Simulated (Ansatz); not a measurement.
GaSb nanocrystals, H-capped: gap (eV) at several levels, gas phase, relaxed structures; Ansatz. Core potentials for Sb in the def2 sets, no spin–orbit coupling. Levels of anions in sets without diffuse functions are rough. The structures are stationary points that may keep the symmetry of their start.

```
                           species    state            geometry  PBE-D4/def2-SVP  PBE-D4/def2-TZVP  PBE0-D4/def2-SVP  PBE0-D4/def2-TZVP
      Ga3Sb3H12, cut from wurtzite  singlet     PBE-D4/def2-SVP             4.14              4.10              5.81               5.77
      Ga4Sb4H14, cut from wurtzite  singlet     PBE-D4/def2-SVP             3.93              3.88              5.57               5.51
  Ga5Sb4H16⁻, cut from zinc blende  singlet  r2SCAN-D4/def2-SVP             3.73              3.70              5.32               5.29
     Ga6Sb5H18⁻, cut from wurtzite  singlet     PBE-D4/def2-SVP             3.76              3.70              5.33               5.25
      Ga6Sb6H18, cut from wurtzite  singlet     PBE-D4/def2-SVP             3.39              3.37              4.95               4.91
   Ga7Sb7H20, cut from zinc blende  singlet     PBE-D4/def2-SVP             3.27              3.27              4.81               4.81
      Ga8Sb8H22, cut from wurtzite  singlet  r2SCAN-D4/def2-SVP             3.38              3.32              4.91               4.84
    Ga9Sb10H26⁺, cut from wurtzite  singlet  r2SCAN-D4/def2-SVP             3.09              3.04              4.61               4.55
 Ga10Sb10H28, cut from zinc blende  singlet     PBE-D4/def2-SVP             3.17              3.15              4.65               4.61
Ga11Sb12H32⁺, cut from zinc blende  singlet     PBE-D4/def2-SVP             3.09              3.06              4.61               4.56
```
